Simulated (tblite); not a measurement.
Ethylbenzene, C8H10.
Bonds: C1–C2, C2–C3, C3–C4 (aromatic), C4–C5 (aromatic), C5–C6 (aromatic), C6–C7 (aromatic), C7–C8 (aromatic), C3–C8 (aromatic). Hydrogens: H9, H10, H11 on C1; H12, H13 on C2; H14 on C4; H15 on C5; H16 on C6; H17 on C7; H18 on C8.

Computed with GFN2-xTB (tblite), gas phase: Langevin dynamics at 300 K from the optimised GFN2-xTB geometry, time step 0.5 fs, friction 0.01 fs⁻¹, 2000 steps. The instantaneous temperature is 2·E(kin)/(3Nk) with all 3N coordinates.

```tsv
t (fs)	T (K)	E(pot) above start (eV)	C1–C2 (Å)	C2–C3 (Å)	C3–C4 (Å)	C4–C5 (Å)	C5–C6 (Å)	C1–H9 (Å)	C1–C2–C3–C4 (°)
0	254	0.000	1.530	1.503	1.389	1.383	1.384	1.088	-89
25	180	0.368	1.513	1.528	1.436	1.398	1.342	1.098	-86
50	230	0.354	1.526	1.487	1.411	1.399	1.357	1.094	-88
75	228	0.391	1.532	1.476	1.388	1.392	1.384	1.085	-88
100	174	0.555	1.528	1.501	1.375	1.421	1.423	1.076	-80
125	235	0.478	1.491	1.496	1.369	1.410	1.384	1.111	-95
150	212	0.590	1.513	1.500	1.390	1.394	1.365	1.105	-96
175	253	0.494	1.527	1.482	1.391	1.391	1.363	1.072	-93
200	198	0.588	1.572	1.490	1.396	1.384	1.409	1.085	-98
225	208	0.562	1.569	1.497	1.379	1.378	1.412	1.107	-95
250	259	0.436	1.485	1.520	1.374	1.383	1.405	1.092	-92
275	301	0.414	1.499	1.504	1.395	1.394	1.365	1.077	-82
300	252	0.772	1.535	1.499	1.398	1.378	1.356	1.110	-84
325	355	0.500	1.584	1.514	1.382	1.363	1.394	1.071	-91
350	277	0.690	1.545	1.478	1.382	1.408	1.397	1.082	-95
375	299	0.730	1.555	1.501	1.379	1.414	1.403	1.136	-84
400	289	0.727	1.508	1.479	1.371	1.394	1.380	1.108	-102
425	284	0.566	1.555	1.489	1.372	1.374	1.401	1.057	-101
450	310	0.448	1.591	1.486	1.410	1.394	1.407	1.090	-105
475	256	0.849	1.542	1.492	1.418	1.435	1.372	1.077	-104
500	233	0.783	1.505	1.527	1.426	1.405	1.349	1.053	-120
525	282	0.751	1.563	1.496	1.389	1.396	1.344	1.145	-108
550	315	0.702	1.524	1.517	1.391	1.395	1.381	1.085	-124
575	305	0.518	1.517	1.524	1.388	1.378	1.400	1.050	-117
600	219	0.541	1.493	1.487	1.352	1.381	1.376	1.120	-129
625	200	0.605	1.531	1.543	1.366	1.392	1.358	1.095	-120
650	355	0.394	1.515	1.492	1.347	1.378	1.382	1.068	-122
675	214	0.638	1.478	1.533	1.353	1.409	1.414	1.100	-124
700	356	0.482	1.549	1.539	1.376	1.400	1.392	1.085	-112
725	306	0.488	1.528	1.474	1.372	1.393	1.352	1.098	-100
750	210	0.485	1.520	1.500	1.424	1.367	1.385	1.074	-94
775	216	0.487	1.551	1.485	1.452	1.381	1.388	1.080	-93
800	189	0.438	1.560	1.474	1.416	1.421	1.386	1.126	-94
825	229	0.421	1.537	1.522	1.375	1.432	1.402	1.092	-83
850	240	0.500	1.467	1.520	1.376	1.390	1.370	1.061	-87
875	191	0.584	1.502	1.530	1.345	1.364	1.362	1.117	-88
900	173	0.625	1.553	1.511	1.371	1.376	1.353	1.130	-90
925	221	0.604	1.529	1.533	1.370	1.381	1.337	1.069	-95
950	191	0.650	1.497	1.541	1.354	1.391	1.356	1.057	-104
975	238	0.694	1.527	1.501	1.371	1.402	1.370	1.118	-113
1000	226	0.569	1.533	1.467	1.356	1.413	1.389	1.098	-124
```

Question: From 500 fs on, how do temperature and potential energy compare with equipartition?

Answer: The mean temperature of these 21 frames is 243 K against the target 300 K, and the mean potential energy 0.57 eV against 48 × kT/2 = 0.62 eV for 48 classical harmonic modes. For 18 atoms in a canonical ensemble the temperature itself scatters by T·√(2/(3N)) = 58 K; here its standard deviation is 53 K. The whole run lasts only 10 friction times of 100 fs, so these averages carry a wide statistical error.

Question: What are the kinetic and total energies of the listed frame with the highest potential energy?

Answer: The one at 475 fs, 0.849 eV above the start. Its kinetic energy is 3NkT/2 = 0.595 eV at 256 K, so the sum is 1.44 eV; over the listed frames the sum runs from 0.59 to 1.44 eV, since the thermostat adds and removes energy.

Question: How much do the listed bonds fluctuate from 500 fs on?

Answer: 
```
 bond  at the start (Å)  mean (Å)  standard deviation (Å)
C1–C2             1.530     1.523                   0.025
C2–C3             1.503     1.510                   0.023
C3–C4             1.389     1.380                   0.028
C4–C5             1.383     1.393                   0.017
C5–C6             1.384     1.374                   0.020
C1–H9             1.088     1.091                   0.027
```

The motion is classical and holds no zero-point motion.

The cost below is that of the whole dynamics run. On one thread, AMD EPYC 9R45 (x86_64) (shared host), this took 7.8 s wall and 0.18 GiB of memory at its peak.
